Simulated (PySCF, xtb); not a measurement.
GeFCl, SMILES [Cl][Ge][F] (connectivity only; charge and spin as stated), neutral, multiplicity 1.

GFN2-xTB (xtb) at its own geometry gives an orbital gap of 4.20 eV and a dipole moment of 3.39 D.

Geometry optimised at r2SCAN-D4/def2-TZVP.

**Question.** What does PBE/def2-TZVPD in PySCF give? (The exact figures need the calculation; the answer reports its results.)

**Answer.** gap 3.68 eV (levels -7.35 and -3.67 eV), dipole 2.13 D.
